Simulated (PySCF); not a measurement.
# Telling isomers of C9H9NSi apart by NMR

[PySCF 2.14.0 with density-fitted response routines: structure optimised with GFN2-xTB; shielding tensors at PBE0/pcSseg-1 (GIAO); single conformer; no solvent model; relativity neglected; one averaged value for each set of equivalent atoms]

Referencing at the same level of theory: ¹H (σref 31.72) and ¹³C (σref 186.93) against TMS. Where no couplings were computed, multiplicities follow the n + 1 count of equivalent neighbours, and m marks all less simple cases (inequivalent or close neighbours, rings, F or P nearby). Shifts are as computed. Against solution values, carbons near 30 ppm lie about +3 ppm off and those near 130 ppm about +5 ppm. Of 1211 compounds with measured shifts, 218 miss one by over three times the rms of a fit or turn the order of signals round; such compounds aren't used in these exercises.

(1) Tabulate the signals of `C1=C[SiH2]C(c2ccncc2)=C1`, `C1=CC(c2ccccn2)=C[SiH2]1` and their relative energies.

(2) What is the quickest way to tell C1=C[SiH2]C(c2ccncc2)=C1 from C1=CC(c2ccccn2)=C[SiH2]1?

Answers

(1) 
```json
{"SMILES": "C1=C[SiH2]C(c2ccncc2)=C1", "carbon types": "2×C 7×CH", "δC": "157.3, 156.5, 151.5, 150.7, 150.5, 136.8, 125.6", "δH": "8.91 (d, 2H), 7.74 (d, 1H), 7.47 (m, 1H), 7.32 (d, 2H), 6.44 (m, 1H), 4.89 (m, 2H)", "E rel. (kcal/mol)": "1.9"}
{"SMILES": "C1=CC(c2ccccn2)=C[SiH2]1", "carbon types": "2×C 7×CH", "δC": "165.9, 159.7, 158.2, 154.7, 142.1, 133.2, 129.5, 127.4, 126.3", "δH": "9.10 (d, 1H), 9.01 (d, 1H), 8.20 (d, 1H), 7.99 (m, 1H), 7.32 (m, 1H), 6.91 (t, 1H), 6.40 (m, 1H), 4.90 (m, 2H)", "E rel. (kcal/mol)": "0.0"}
```

Energies are electronic energies at PBE0/pcSseg-1 on these geometries, without zero-point or thermal terms, each for the one conformer computed, which needn't be the lowest.

(2) Count the carbon signals: 7 against 9. The first has a substituted aromatic carbon (C) at 150.5 ppm, the second a fully substituted alkene carbon (C) at 165.9 ppm. Their most deshielded carbons lie at 157.3 and 165.9 ppm.
